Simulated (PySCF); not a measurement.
AlH3Se3. Atoms are numbered in the order given.

```xyz
7

Al     0.0200     0.0023     0.0027
Se    -2.2181    -0.6152    -0.0666
H     -1.9253    -1.9333     0.5319
Se     0.5004     2.2288    -0.4619
H      1.9499     1.9635    -0.5529
Se     1.6299    -1.5981     0.5099
H      2.7018    -0.5886     0.6170
```
Charge 0, spin multiplicity 1.

Coordinates come from a B3LYP-D3(BJ)/def2-SVP optimisation. Other conformers were not sampled.

Vertical ionisation energy (IE) and electron affinity (EA) in eV. Rows of orbital energies are one-electron estimates. Where ΔSCF, EOM or ADC give a negative EA the extra electron is unbound and the value depends on the basis.

```csv
level,IE,EA
"−ε(HOMO), −ε(LUMO), r2SCAN/def2-TZVP (PySCF)",(withheld),(withheld)
"−ε(HOMO), −ε(LUMO), PBE/def2-TZVP (PySCF)",6.18,1.83
```

What belongs in the gaps? (Estimate from the structure and the level; the computed values follow.)


- −ε(HOMO), −ε(LUMO), r2SCAN/def2-TZVP (PySCF), IE: 6.48
- −ε(HOMO), −ε(LUMO), r2SCAN/def2-TZVP (PySCF), EA: 1.58
